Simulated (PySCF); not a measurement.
GaBr3, optimised at B3LYP/6-31G*:

```xyz
4

Ga     0.4653    -0.1812    -0.3004
Br    -0.1931     1.0184    -2.1400
Br    -0.1996    -2.3615    -0.0550
Br     1.7889     0.8003     1.2938
```

Method: PySCF energies (xtb for GFN2) plus ideal-gas RRHO corrections (1 bar). 6-31G* has spherical d functions here. All species are closed-shell singlets. B3LYP is the form with VWN-RPA correlation. Br, Ga: all electrons, no relativistic terms.

Task: List the harmonic frequencies (cm⁻¹, unscaled) at this level and at the other levels, each on its own geometry.

Result: 
- B3LYP/6-31G*: 80, 81, 107, 217, 338, 339
- GFN2-xTB: 68, 68, 88, 194, 318, 318
- HF/6-31G*: 88, 88, 119, 237, 360, 360
- PBE/def2-SVP: 78, 78, 106, 217, 340, 340
- PBE0/def2-TZVP: 81, 81, 112, 229, 352, 352
